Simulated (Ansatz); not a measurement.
Energy difference R1 → P1 + P2, each structure at its B3LYP-D3(BJ)/def2-TZVP stationary point, reached from a drawn start (curvature not checked).
R1, F4Zr (SMILES [F][Zr]([F])([F])[F]) (charge 0, multiplicity 1):
| atom | x (Å) | y (Å) | z (Å) |
|---|---|---|---|
| Zr | 0.0000 | 0.0000 | 0.0000 |
| F | 1.1068 | 1.0874 | 1.1067 |
| F | 1.0937 | -1.1059 | -1.1013 |
| F | -1.0884 | 1.1131 | -1.0993 |
| F | -1.1121 | -1.0947 | 1.0940 |
P1, F3Zr (SMILES [F][Zr]([F])[F]) (charge 0, multiplicity 2):
```xyz
4

Zr     0.0000     0.0000    -0.0035
F      1.9147    -0.0099    -0.0080
F     -0.9488     1.6633    -0.0006
F     -0.9658    -1.6534     0.0123
```
P2: F atom, charge 0, multiplicity 2.

P less R. No zero-point or thermal terms; singlets are restricted closed shells; open shells are unrestricted; no spin–orbit coupling. The spin states of the d-block species are the ones drawn and need not be the lowest.

Correlated levels freeze the cores.

The values were computed with Ansatz (Gaussian orbitals). All values are computed, each at the level named. Elements past Kr take the def2 small-core potentials, without spin–orbit coupling.

PBE/def2-TZVPP gives 160.68 kcal/mol for the reaction energy.

**Question.** Where do these levels fall relative to PBE: r2SCAN/def2-TZVPP, PBE0/def2-TZVPP, wB97M-V/def2-TZVPP, B2PLYP/def2-TZVPP, MP2/def2-QZVPP, CCSD(T)/def2-QZVPP.

**Answer.** r2SCAN/def2-TZVPP -3.61; PBE0/def2-TZVPP -7.60; wB97M-V/def2-TZVPP -3.68; B2PLYP/def2-TZVPP -4.37; MP2/def2-QZVPP 6.05; CCSD(T)/def2-QZVPP -3.11 kcal/mol. 1 of 6 lie above PBE; the widest gap is to PBE0/def2-TZVPP.

Ansatz is a quantum-chemistry and plane-wave program.
